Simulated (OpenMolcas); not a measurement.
## What dynamic correlation does to the levels of Ag VII

* Program: OpenMolcas
* Basis: ANO-RCC-VTZP [7s6p4d2f1g]
* Scalar Hamiltonian: DKH2, point nucleus
* Active space: 5 electrons in 10 orbitals (4d 5d)
* State averaging: 2S+1 = 6 even, 1 root; 2S+1 = 4 even, 24 roots; 2S+1 = 2 even, 67 roots
* Spin-orbit coupling: RASSI with atomic mean-field integrals over the reference wave functions, term energies averaged over their components

Methods on the same reference wave functions:
A. CASSCF
B. SS-CASPT2, IPEA 0.25 Eh, imaginary shift 0.1 Eh (closed shells correlated: 4s 4p)
C. MS-CASPT2, IPEA 0.25 Eh, imaginary shift 0.1 Eh (closed shells correlated: 4s 4p)

Energies in cm-1 above 4d5 6S 5/2, the measured ground level; measured values from the list in Gamrath, thesis, University of Mons (2023).

| Level | A | B | C | Measured |
| --- | --- | --- | --- | --- |
| 4d5 6S 5/2 | 0.0 | 0.0 | 0.0 | 0.0 |
| 4d5 4G 5/2 | 34450 | 31370 | 31380 | 29390 |
| 4d5 4G 7/2 | 35191 | 32250 | 32250 | 30378 |
| 4d5 4G 11/2 | 35454 | 32580 | 32580 | 30662 |
| 4d5 4G 9/2 | 35624 | 32740 | 32740 | 30907 |
| 4d5 4P 3/2 [55 %] | 39213 | 35040 | 35030 | 32994 |
| 4d5 4P 1/2 [69 %] | 40617 | 36570 | 36570 | 34605 |
| 4d5 4D 7/2 | 43285 | 38560 | 38560 | 36485 |
| 4d5 4D 1/2 [70 %] | 45055 | 40550 | 40550 | 38685 |
| 4d5 4D 5/2 [56 %] | 45728 | 41230 | 41260 | 39299 |
| 4d5 4D 3/2 [55 %] | 45998 | 41620 | 41630 |  |
| 4d5 2I 11/2 | 50135 | 46980 | 46980 | 44011 |
| 4d5 2I 13/2 | 51497 | 48450 | 48450 | 45546 |
| 4d5 2D 3/2(1) [55 %] | 56274 | 50880 | 50880 |  |
| 4d5 4F 9/2 [64 %] | 57593 | 52170 | 52170 | 49104 |
| 4d5 4F 5/2 | 59245 | 53910 | 53830 | 51049 |
| 4d5 2F 7/2(1) [52 %] | 61013 | 55920 | 56010 |  |
| 4d5 2H 9/2 [52 %] | 61769 | 56930 | 56930 |  |
| 4d5 4F 3/2 [54 %] | 61998 | 56620 | 56600 |  |
| 4d5 2G 7/2(1) | 64923 | 59000 | 58920 |  |
| 4d5 2H 11/2 | 65151 | 61020 | 61020 | 57962 |
| 4d5 2F 7/2(2) | 69651 | 62770 | 62930 | 59792 |
| 4d5 2S 1/2 | 76133 | 67520 | 67520 |  |
| 4d5 2D 3/2(2) | 84218 | 75910 | 75920 |  |

Deviations, from unrounded energies. A percentage is the sum of absolute deviations over the sum of measured energies, with the sign that they share, or ± where signs differ.

```
                        Against measurement  Levels      A     B     C
             mean absolute deviation (cm-1)      15   6500  2400  2400
other terms of the ground configuration (%)      15  +15.9  +5.8  +5.8
```

B, C lie about equally close to measurement and A furthest from it. The largest miss of B in the table is 4d5 4F 9/2 [64 %], by +3100 cm-1. The ranking rests on the paired levels alone, and a cruder setting can come out closer through cancelling errors.

Between B and C the level of the table that moves most is 4d5 2F 7/2(2), by 160 cm-1 (lowest in B, highest in C). Moves below CASPT2's spread within the term are not significant.

The two smallest mean deviations differ by little beside CASPT2's spread within terms, so their order carries little weight.

From A to B the spin-free energies of the other terms of 4d5 shown, above 6S, scale by factors of 0.88 to 0.94, as is usual when dynamic correlation screens the repulsion within a d or f shell.

The lowest spin-free term lies below A's lowest term by 0.303 hartree in B, 0.303 hartree in C.

CASPT2 does not keep the components of a term degenerate, so their means are used; among the terms shown or strongly mixed into the levels shown the widest spread is 600 cm-1 (4d5 2H, C). Active for correlation alone: 5d; no level in the range computed is led by a configuration that fills it, so any true level of that kind is missing. Without dynamic correlation excited terms often stand tens of per cent too high (terms of higher spin than the ground term too low), and those without a measured partner can miss by more than the paired ones (holds for A). Computed and measured levels are paired by configuration, term and J; levels that our copy of the source lacks, or whose pairing is in doubt (as where it misses far off the trend of its configuration), stay unpaired and out of the deviations. Levels of configurations outside the active space are missing. Levels that lie high or do not pair safely by name in every column are left out.

A share in square brackets marks a mixed level and gives the weight of the term that names it, the lowest over the columns. A number in round brackets counts repeated terms of one configuration in the order of the reference energies.
